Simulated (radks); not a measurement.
Results of a calculation; reference values are marked as such.
Effect of the nuclear size on the bromine ion Br+, [Ar] 3d10 4s2 4p4. Level of theory: Dirac Kohn-Sham, exchange-only LDA, spin-unpolarised, spherical densities, finite nucleus; open shells are shared between the two j in proportion to 2j + 1; Fermi nuclear charge, rms radius 4.1629 fm (a radial shooting solver on a logarithmic mesh with Libxc functionals). The rms radius is varied about that value; shifts are against it.

rms radius (fm),total energy shift (eV),density at nucleus (e/bohr^3),1s1/2 shift (meV),2s1/2 shift (meV),3p1/2 shift (meV),4s1/2 shift (meV)
3.4136,-0.177,4.482e+04,-75.2,-7.54,0.116,-0.127
3.8798,-0.0707,4.439e+04,-30.0,-3.01,0.046,-0.051
4.1629,0,4.415e+04,0.000,0.000,0.000,0.000
4.4834,0.0856,4.391e+04,36.3,3.64,-0.056,0.061
4.8373,0.187,4.366e+04,79.4,7.96,-0.123,0.134

Slopes of the eigenvalues against <r^2> in GHz/fm^2, as finite differences over the two radii next to the reference (eigenvalue slopes, not the field-shift constants of lines): 1s1/2 3180, 2s1/2 319, 3p1/2 -4.91, 4s1/2 5.36.
